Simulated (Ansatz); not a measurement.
The cluster B₂Sb. Total charge 0; doublet. Geometry PBE-D4/def2-TZVP, that of the charge +1 singlet; atoms count from 1.

```xyz
3

B    -0.1927    0.9785    0.2226
B    -0.2716   -0.3785    0.9095
Sb    0.4643   -0.6000   -1.1321
```

In the def2 sets Sb takes a core potential; there is no spin–orbit coupling. The charge 0 doublet is spin-contaminated (final ⟨S²⟩ up to 0.93, 0.75 for a pure state). The structure comes from a short search, and lower isomers may exist.

**Question.** Estimate the Mulliken populations from the PBE0/def2-TZVP orbitals of Ansatz.

**Answer.** 
| atom | charge (e) | spin (α − β) |
| --- | --- | --- |
| B1 | -0.16 | 0.78 |
| B2 | -0.16 | 0.78 |
| Sb3 | 0.32 | -0.55 |
Mulliken values depend strongly on the basis.

**Question.** Where does the spin sit?

**Answer.** Summed by element: B 1.55, Sb -0.55, of 1 unpaired in all. Largest on single atoms: B2 0.78, B1 0.78, Sb3 -0.55.

**Question.** And the Mayer bond orders between heavy atoms (over 0.3)?

**Answer.** B1–B2 1.59 (1.52 Å); B1–Sb3 1.40 (2.18 Å); B2–Sb3 1.40 (2.18 Å).
